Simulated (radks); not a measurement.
The fluorine ion F2+, 7 electrons, occupied as [He] 2s2 2p3 (the NIST ground configuration).

All-electron calculation, Dirac Kohn-Sham, HCTH/407, spin-unpolarised, spherical densities, finite nucleus; open shells are shared between the two j in proportion to 2j + 1; Fermi nuclear charge, rms radius 2.8976 fm. Program: a radial shooting solver on a logarithmic mesh with Libxc functionals.

Energy parts (eV):
total: -2657.306
kinetic: 2654.242
electron-nucleus: -6087.507
Hartree: 1024.328
exchange-correlation: -248.369

Orbitals (lengths in bohr, moments of r in powers of bohr; r(90%) holds 90 % of the orbital's charge):
| orbital | occ. | eigenvalue (eV) | r(90%) | <r^4> | small-component weight |
|---|---|---|---|---|---|
| 1s1/2 | 2 | -710.1996 | 0.315 | 0.004582 | 9.89e-04 |
| 2s1/2 | 2 | -68.6443 | 1.44 | 1.829 | 1.32e-04 |
| 2p1/2 | 1 | -49.5207 | 1.49 | 2.194 | 1.17e-04 |
| 2p3/2 | 2 | -49.4341 | 1.50 | 2.206 | 1.17e-04 |

The highest occupied level is 2p3/2 at -49.434 eV. The electron density at the nucleus is 467.2 e/bohr^3. The density falls to 0.001 e/bohr^3 at r = 2.47 bohr. For comparison, the ionisation energy in NIST's Atomic Spectra Database is 62.708 eV (semi-empirical). In exact Kohn-Sham theory the highest level is minus the ionisation energy, but local and semilocal functionals leave it too shallow, through self-interaction and a potential that decays too fast; potentials with the right tail come closer.

Beside tabulated values, note that spin-unpolarised runs miss the spin-polarisation part of the exchange energy of open shells.
